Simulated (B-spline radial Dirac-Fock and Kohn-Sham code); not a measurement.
Pb⁺: non-radiative channels of the 3p1/2 vacancy

System: lead as Pb⁺ in the configuration [Xe] 4f14 5d10 6s2 6p1, inside a Watson sphere of charge -1 and radius 1.6 Å (a model of the Madelung potential; inside it an electron's potential energy is raised by 9.0 eV).

The run's input, task.json:

```json
{"items": [{
  "Z": 82,
  "q": 1,
  "cfg": [[1, 0, 2], [2, 0, 2], [2, 1, 6], [3, 0, 2], [3, 1, 6], [3, 2, 10], [4, 0, 2], [4, 1, 6], [4, 2, 10], [4, 3, 14], [5, 0, 2], [5, 1, 6], [5, 2, 10], [6, 0, 2], [6, 1, 1]],
  "A": 208,
  "rrms": 5.5012,
  "watson": [-1, 1.6],
  "do": ["binding", "quiet", "decay"],
  "holes": ["K", "L1", "L2", "L3", "M1", "M2", "M3", "M4", "M5", "N1", "N2", "N3", "N4", "N5", "N6", "N7"]
}]}
```

Launch: `python xray_run.py task.json out`

Level of theory: one-electron (LDA, Dirac) transition rates at Dirac-Fock energies; an atomic code on a B-spline grid. Kinetic energies are configuration averages from the vacuum level; the two-hole energies are estimated from single-hole states.

```csv
transition,kinetic energy (eV),width (meV),share (%)
M2-M3N4,6.01,90.4,0.6
M2-M4N1,27.22,766,5.5
M2-M3N5,29.41,241,1.7
M2-M5N1,129.4,125,0.9
M2-M4N2,157.1,797,5.7
M2-M5N2,258.6,889,6.4
M2-M4N3,279.5,741,5.3
M2-M3N6,305.0,470,3.4
M2-M3N7,310.7,426,3.1
M2-M4N4,491.4,291,2.1
M2-M4N5,513.1,373,2.7
M2-M4O1,790.4,166,1.2
M2-M4N6,791.2,2390,17.2
M2-M4N7,794.9,3720,26.7
M2-M4O2,837.3,128,0.9
M2-M4O3,860.6,129,0.9
M2-M5N6,891.7,103,0.7
M2-M5O2,939.3,112,0.8
M2-N2N3,2102.5,135,1.0
M2-N2N4,2317.0,136,1.0
M2-N2N5,2335.0,216,1.5
M2-N2N6,2611.6,83.3,0.6
M2-N2N7,2615.0,140,1.0
M2-N6N7,3245.0,137,1.0
```

Coster-Kronig rates are the weakest part of this model and often come out 1.5 to 2.5 times too large. The listed channels hold 92 % of the non-radiative rate. Summed by principal shells, of 13.9 eV in all: MMN 83.4 %, MNN 8.3 %, MMO 6.2 %, MNO 1.6 %, MMP 0.3 %.

Values without a named source are computed, but for edge energies of neutral atoms, which are taken from tables.
